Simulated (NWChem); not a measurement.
# C$_{2}$H$_{7}$OSi, doublet; SMILES C[SiH](C)[O]

Program: NWChem. Spin-unrestricted. All runs use the structure optimised with PBE-D3(BJ)/def2-SVP, spin-unrestricted. No frequency run checked for a minimum. No stability test was run on the SCF state.

Problem. Among these, which level gives the lowest value of “highest occupied level (eV)”?
A) B3LYP/def2-SVP
B) BP86/def2-SVP
C) B97-D/def2-SVP
D) PBE/def2-SVP

Solution. A, B3LYP/def2-SVP. Values: B3LYP/def2-SVP -7.76; BP86/def2-SVP -6.33; PBE/def2-SVP -6.20; B97-D/def2-SVP -6.20
